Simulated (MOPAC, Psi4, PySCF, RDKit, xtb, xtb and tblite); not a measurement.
Two geometries of SMILES [SeH]Cc1cccs1 (C5H6SSe), singlet, relaxed at GFN2-xTB with one dihedral held; other torsions can differ between them too.

Structure A

```
13

Se     2.8686     0.7227     0.5656
C      1.6812    -0.5153    -0.4738
C      0.2535    -0.2183    -0.2761
C     -0.5464    -0.5598     0.7733
C     -1.8725    -0.0983     0.6318
C     -2.0657     0.5905    -0.5209
S     -0.6317     0.6924    -1.4614
H      2.4026     1.9193    -0.0982
H      1.9808    -0.4284    -1.5175
H      1.9439    -1.5027    -0.0902
H     -0.1940    -1.1227     1.6195
H     -2.6460    -0.2737     1.3576
H     -2.9634     1.0493    -0.8845
```

Structure B

```
13

Se     2.8982     0.6756     0.5678
C      1.6727    -0.5051    -0.4779
C      0.2437    -0.2042    -0.2731
C     -0.7127    -1.0194     0.2524
C     -1.9844    -0.4085     0.3268
C     -1.9755     0.8697    -0.1243
S     -0.4165     1.3559    -0.6572
H      2.4838     1.8890    -0.0987
H      1.9740    -0.3851    -1.5210
H      1.9057    -1.5177    -0.1457
H     -0.5174    -2.0289     0.5685
H     -2.8614    -0.9016     0.7057
H     -2.7872     1.5673    -0.1800
```

Which is lower in energy at the level DF-MP2 (frozen core)/cc-pVTZ // GFN2-xTB (Psi4 1.11), and by how much?

A is lower, by 1.98 kJ/mol (dihedral Se1–C2–C3–S7: 100° in A, 60° in B).

E(B) − E(A) in kJ/mol at the other levels, on the same two geometries: GFN2-xTB (xtb and tblite) 2.71; PBE0/def2-SVP // GFN2-xTB (Psi4) 2.23; PBE0-D3(BJ)/def2-SVP // GFN2-xTB (Psi4) 2.08; PBE/def2-SVP // GFN2-xTB (Psi4) 3.00; PBE-D3(BJ)/def2-SVP // GFN2-xTB (Psi4) 2.76; HF/cc-pVTZ // GFN2-xTB (Psi4) 2.42; UFF // GFN2-xTB (RDKit) 0.08; PM6, restricted, heats of formation // GFN2-xTB (MOPAC) 14.76; PM7, restricted, heats of formation // GFN2-xTB (MOPAC) 19.52; GFN1-xTB // GFN2-xTB (xtb) 1.23; restricted B3LYP/6-31G*, spherical d, density fitting // GFN2-xTB (PySCF) 3.45; restricted B3LYP/LANL2DZ, with its core potentials past Ne // GFN2-xTB (PySCF) 4.39; restricted BP86/6-31G*, spherical d, density fitting // GFN2-xTB (PySCF) 3.52; restricted Hartree-Fock/LANL2DZ, with its core potentials past Ne // GFN2-xTB (PySCF) 4.05.
